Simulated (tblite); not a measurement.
Compound: C₅H₁₆NOPSi.
Cartesian coordinates in Å at the GFN2-xTB level; atoms count from 1:
```
atom  x, y, z in Å
C1    -2.0813   -0.8992   -0.8264
C2    -0.7000   -0.9772   -0.1910
C3    -0.7308   -1.7468    1.1220
P4    -0.1518    0.7842    0.1184
N5    -1.1483    1.7690    0.8075
C6     0.0595    1.5362   -1.5515
O7    -1.1307    2.1361   -1.9511
C8     1.5655    0.6425    0.7710
Si9    2.7964   -0.3998   -0.2369
H10   -2.4592   -1.8939   -1.0583
H11   -2.0523   -0.3116   -1.7425
H12   -2.7742   -0.4148   -0.1394
H13    0.0061   -1.4461   -0.8839
H14   -1.3461   -1.2164    1.8496
H15    0.2706   -1.8627    1.5334
H16   -1.1580   -2.7379    0.9740
H17   -1.3949    1.5688    1.7654
H18    0.3397    0.7853   -2.2982
H19    0.8758    2.2777   -1.4792
H20   -1.5519    2.4577   -1.1345
H21    1.9087    1.6782    0.8483
H22    1.4861    0.2669    1.7942
H23    4.1103   -0.1828    0.3680
H24    2.8030    0.0291   -1.6348
H25    2.4470   -1.8184   -0.1387
```

Calculated harmonic vibrations of the isolated species, GFN2-xTB (tblite), most abundant isotopes, no scaling. The method is semi-empirical: single wavenumbers can be off by several per cent or more. Modes of hydrogen on silicon can be 10 to 20 % off. One conformer, not necessarily the lowest.

Harmonic wavenumbers (cm⁻¹): 51.7, 70.9, 79.5, 116.6, 128.7, 166.3, 182.7, 186.7, 201.1, 234.8, 256.1, 261.8, 281.4, 333.1, 382.2, 411.1, 433.5, 474.8, 510.2, 541.4, 613.5, 675.5, 700.8, 737.6, 773.7, 781.4, 788.2, 802.0, 826.7, 899.4, 927.4, 938.6, 982.7, 1001.6, 1011.5, 1090.9, 1114.7, 1131.8, 1137.5, 1168.3, 1190.7, 1233.1, 1242.8, 1291.5, 1323.6, 1403.3, 1416.0, 1424.7, 1446.2, 1485.1, 1488.1, 1498.4, 1500.4, 2261.9, 2278.6, 2279.3, 2793.4, 2915.9, 2925.8, 2932.8, 2947.5, 2998.9, 3009.9, 3012.9, 3018.7, 3021.1, 3028.5, 3357.5, 3420.7.

A = 1298, B = 916.7, C = 714.6 MHz; mass 165.074 u (most abundant isotopes); point group C1, symmetry number 1.

**Question.** What is the zero-point energy?

**Answer.** ½Σν̃ = 43778 cm⁻¹ = 125.17 kcal/mol.

**Question.** What is S at 298.15 K and 1 bar for an ideal gas of classical rigid rotors and harmonic oscillators?

**Answer.** Translation 41.24, rotation 30.31, vibration 44.36: S = 115.9 cal/(mol K).

**Question.** And Cp and H(298.15 K) − H(0)?

**Answer.** Cp = 53.99 cal/(mol K), of which vibrations give 46.04 (their classical limit is 69 R = 137.1); H(298.15 K) − H(0) = 9.49 kcal/mol without the zero-point energy, 7.12 from vibrations.

**Question.** How do the functions run with temperature in this model?

**Answer.** 
```csv
T (K),S (cal/(mol K)),Cp (cal/(mol K)),H − H(0) (kcal/mol),G − H(0) (kcal/mol),ln q(vib)
100,75.0,25.2,1.55,-5.94,2.27
200,97.2,40.3,4.85,-14.59,6.31
300,116.2,54.2,9.59,-25.29,10.38
500,149.7,77.4,22.89,-51.97,18.23
800,191.3,99.6,49.72,-103.35,29.06
1000,214.7,109.4,70.67,-144.01,35.62
```

q(vib) and H(0) count from the zero-point level.

**Question.** Blend soft modes into free rotors: weight 1/[1 + (100 cm⁻¹/ν̃)⁴] for the oscillator and the rest for a rotor with moment μB/(μ + B), μ = h/(8π²ν), B = 10⁻⁴⁴ kg m². What vibrational entropy results?

**Answer.** 41.63 cal/(mol K) in place of 44.36, which changes −T·S at 298.15 K by +0.81 kcal/mol.

Hindered rotation and anharmonicity are outside this model. Other conformers, if any are populated, would add a mixing term that is left out. The structure is chiral; the term R ln 2 for an equal mix with its mirror image is left out.
